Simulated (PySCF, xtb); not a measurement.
Se(Me)(OSiH3) (CH₆OSeSi), SMILES C[Se]O[SiH3]. The values are those of a single conformer.

Harmonic wavenumbers (cm⁻¹) from GFN2-xTB in xtb at its own minimum, in rising order: 25, 107, 132, 152, 225, 442, 570, 605, 634, 735, 796, 823, 844, 874, 875, 1272, 1421, 1432, 2208, 2260, 2324, 3007, 3020, 3033.

Q: What does PySCF with TPSSh-D3(BJ)/def2-SVP give at its own minimum? (Estimate from the structure and the level; the computed values follow.)

A: 75, 130, 139, 157, 234, 544, 593, 712, 731, 866, 904, 912, 951, 961, 996, 1294, 1439, 1467, 2244, 2258, 2277, 3044, 3156, 3173. Paired by order, the mean absolute difference is 64 cm⁻¹ and the zero-point energies are 39.8 and 41.8 kcal/mol.
